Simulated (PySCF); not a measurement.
## Dipole response of F³⁺ (fluorine, charge +3)

[He] 2s2 2p2, high-spin 3P determinant. Calculation: PySCF 2.14, in dyall-av3z (15s9p3d2f, 71 functions); no relativity, point nucleus. Coupled (time-dependent) response in atomic units; α is the mean over directions.

| method | mean α (bohr³) | α xx, yy, zz | C₆ (like pair) | S(−4) |
| --- | --- | --- | --- | --- |
| UHF | 0.9805 | 1.073, 0.9343, 0.9343 | 0.8706 | 1.354 |
| PBE | 0.9415 | 1.039, 0.8926, 0.8926 | 0.8502 | 1.067 |
| PBE0 | 0.9450 | 1.043, 0.8960, 0.8960 | 0.8502 | 1.100 |
| MN15 | 0.9395 | 1.015, 0.9016, 0.9016 | 0.8118 | 1.199 |
| revPBE | 0.9440 | 1.041, 0.8953, 0.8953 | 0.8545 | 1.068 |

S(−4) is the Cauchy moment in α(ω) = α(0) + S(−4) ω² + …

α(iu) at PBE:

```
u (hartree)  α(iu) (bohr³)
          0         0.9415
     0.0500         0.9389
      0.100         0.9311
      0.200         0.9018
      0.300         0.8592
      0.500         0.7568
      0.750         0.6346
       1.00         0.5362
       1.50         0.3998
       2.00         0.3111
       3.00         0.2031
       5.00         0.1039
```

For an ion, C₆ is the dispersion term alone; charge-induced terms of lower order in 1/R come first.

The components differ because the open shell of this determinant is not spherical; for a pure term their mean is the scalar polarisability.
